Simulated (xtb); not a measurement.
C₆H₁₅O, charge +1, singlet, at a GFN2-xTB geometry; GFN1-xTB (xtb).

Input for xtb:
```
$ xtb mol.xyz --gfn 1 --chrg 1 --uhf 0 --json

# file mol.xyz
22

C      1.51690442    -1.41971904    -0.24378573
C      1.40505215    -0.07373810     0.48414863
C      2.01623325     1.03976375    -0.36381501
C     -0.02692007     0.26556411     0.93788271
C     -1.05411537     0.38736354    -0.17379600
C     -2.37166067     0.98323651     0.26509911
O     -1.34287486    -1.02525699    -0.61158989
H      0.99879037    -2.21740868     0.29055638
H      1.20911345    -1.35273697    -1.29212350
H      2.56418651    -1.71381692    -0.27863193
H      1.99290782    -0.14922192     1.40299502
H      1.54026238     1.12375991    -1.33877963
H      3.07020753     0.83878908    -0.53175862
H      1.93627406     1.99739621     0.14226544
H      0.00382205     1.21808948     1.46647643
H     -0.37865578    -0.48306837     1.65105011
H     -0.64768996     0.92780748    -1.03290850
H     -2.77234369     0.44338393     1.11865954
H     -2.22326304     2.01889486     0.55474022
H     -3.10154716     0.96724142    -0.54110959
H     -1.90738052    -1.04673974    -1.40881562
H     -0.45464738    -1.46513842    -0.74429878
```

Output, abridged:

```
   ID    Z sym.   atoms
    1    6 C      1-6
    2    8 O      7
    3    1 H      8-22

           -------------------------------------------------
          |                Calculation Setup                |
           -------------------------------------------------

           -------------------------------------------------
          |                 G F N 1 - x T B                 |
           -------------------------------------------------

          ...................................................
          :                      SETUP                      :
          :.................................................:
          :  # basis functions                  58          :
          :  # atomic orbitals                  58          :
          :  # shells                           44          :
          :  # electrons                        44          :
          :  # halogen bonds                     0          :
          :  max. iterations                   250          :
          :  Hamiltonian                  GFN1-xTB          :
          :  restarted?                      false          :
          :  GBSA solvation                  false          :
          :  PC potential                    false          :
          :  electronic temp.          300.0000000     K    :
          :  accuracy                    1.0000000          :
          :  -> integral cutoff          0.2500000E+02      :
          :  -> integral neglect         0.1000000E-07      :
          :  -> SCF convergence          0.1000000E-05 Eh   :
          :  -> wf. convergence          0.2000000E-04 e    :
          :  Broyden damping             0.4000000          :
          :  net charge                          1          :
          :  unpaired electrons                  0          :
          ...................................................

 iter      E             dE          RMSdq      gap      omega  full diag
   1    -25.2486669 -0.252487E+02  0.741E+00    8.19       0.0  T
   2    -25.3057663 -0.570994E-01  0.449E+00    7.32       1.0  T
   3    -25.3076540 -0.188777E-02  0.426E-01    5.94       1.0  T
   4    -25.3086285 -0.974486E-03  0.843E-02    6.10       1.0  T
   5    -25.3086828 -0.543255E-04  0.205E-02    6.20       1.0  T
   6    -25.3086848 -0.192840E-05  0.287E-03    6.23       7.4  T
   7    -25.3086849 -0.749593E-07  0.707E-04    6.23      30.1  T
   8    -25.3086849 -0.561737E-08  0.167E-04    6.23     127.8  T
   9    -25.3086849 -0.311420E-09  0.346E-05    6.23     615.6  T

   *** convergence criteria satisfied after 9 iterations ***

         :::::::::::::::::::::::::::::::::::::::::::::::::::::
         ::                     SUMMARY                     ::
         :::::::::::::::::::::::::::::::::::::::::::::::::::::
         :: total energy             -25.004831115187 Eh    ::
         :: gradient norm              0.018251610972 Eh/a0 ::
         :: HOMO-LUMO gap              6.231668417770 eV    ::
         ::.................................................::
         :: SCC energy               -25.308684857470 Eh    ::
         :: -> electrostatic           0.125267185775 Eh    ::
         :: repulsion energy           0.312864109004 Eh    ::
         :: dispersion energy         -0.009010366721 Eh    ::
         :: halogen bond corr.         0.000000000000 Eh    ::
         :: add. restraining           0.000000000000 Eh    ::
         :: total charge               1.000000000000 e     ::
         :::::::::::::::::::::::::::::::::::::::::::::::::::::

           -------------------------------------------------
          |                Property Printout                |
           -------------------------------------------------

    * Orbital Energies and Occupations

         #    Occupation            Energy/Eh            Energy/eV
      -------------------------------------------------------------
         1        2.0000           -1.0799469             -29.3868
[...]
        32                         -0.2355408              -6.4094
        33                         -0.2206670              -6.0047
       ...                                ...                  ...
        58                          0.3431841               9.3385
      -------------------------------------------------------------
                  HL-Gap            0.2290096 Eh            6.2317 eV
             Fermi-level           -0.5089045 Eh          -13.8480 eV

  Mulliken/CM5 charges         n(s)   n(p)   n(d)
     1C    -0.11694 -0.27020   1.022  3.095  0.000
     2C    -0.01542 -0.09091   1.059  2.956  0.000
     3C    -0.10137 -0.25307   1.014  3.088  0.000
     4C    -0.08731 -0.19403   1.047  3.041  0.000
     5C     0.20036  0.14248   1.063  2.737  0.000
     6C    -0.10679 -0.25572   1.017  3.090  0.000
     7O    -0.42570 -0.78302   1.697  4.729  0.000
     8H     0.04558  0.09932   0.954  0.000  0.000
     9H     0.02630  0.08078   0.974  0.000  0.000
    10H     0.08722  0.13960   0.913  0.000  0.000
    11H     0.06352  0.12218   0.936  0.000  0.000
    12H     0.02982  0.08301   0.970  0.000  0.000
    13H     0.06660  0.11923   0.933  0.000  0.000
    14H     0.05496  0.10768   0.945  0.000  0.000
    15H     0.07809  0.13551   0.922  0.000  0.000
    16H     0.06526  0.12465   0.935  0.000  0.000
    17H     0.05777  0.12324   0.942  0.000  0.000
    18H     0.07610  0.13091   0.924  0.000  0.000
    19H     0.08578  0.13878   0.914  0.000  0.000
    20H     0.06516  0.11925   0.935  0.000  0.000
    21H     0.43984  0.60550   0.560  0.000  0.000
    22H     0.41116  0.57485   0.589  0.000  0.000

Wiberg/Mayer (AO) data.
largest (>0.10) Wiberg bond orders for each atom

 ---------------------------------------------------------------------------
     #   Z sym  total        # sym  WBO       # sym  WBO       # sym  WBO
 ---------------------------------------------------------------------------
     1   6 C    3.993 --     2 C    1.008     8 H    0.970    10 H    0.968
                             9 H    0.959
     2   6 C    3.987 --     3 C    1.010     1 C    1.008     4 C    0.990
                            11 H    0.968
     3   6 C    3.993 --     2 C    1.010    14 H    0.982    12 H    0.982
                            13 H    0.980
     4   6 C    3.979 --     5 C    0.999     2 C    0.990    16 H    0.972
                            15 H    0.964
     5   6 C    3.749 --     6 C    1.015     4 C    0.999    17 H    0.968
                             7 O    0.738
     6   6 C    3.981 --     5 C    1.015    18 H    0.981    20 H    0.979
                            19 H    0.971
     7   8 O    2.322 --    21 H    0.789    22 H    0.748     5 C    0.738
     8   1 H    0.998 --     1 C    0.970
     9   1 H    1.003 --     1 C    0.959
    10   1 H    0.995 --     1 C    0.968
    11   1 H    1.000 --     2 C    0.968
    12   1 H    1.001 --     3 C    0.982
    13   1 H    0.997 --     3 C    0.980
    14   1 H    0.997 --     3 C    0.982
    15   1 H    0.997 --     4 C    0.964
    16   1 H    0.997 --     4 C    0.972
    17   1 H    1.009 --     5 C    0.968
    18   1 H    0.994 --     6 C    0.981
    19   1 H    0.994 --     6 C    0.971
    20   1 H    0.996 --     6 C    0.979
    21   1 H    0.817 --     7 O    0.789
    22   1 H    0.869 --     7 O    0.748
 ---------------------------------------------------------------------------

Topologies differ in total number of bonds
Writing topology from bond orders to xtbtopo.mol

 dipole moment from electron density (au)
     X       Y       Z
  -1.4319  -0.9063  -1.3906  total (Debye):    5.572

           -------------------------------------------------
          | TOTAL ENERGY              -25.004831115187 Eh   |
          | GRADIENT NORM               0.018251610972 Eh/α |
          | HOMO-LUMO GAP               6.231668417770 eV   |
           -------------------------------------------------

normal termination of xtb
```
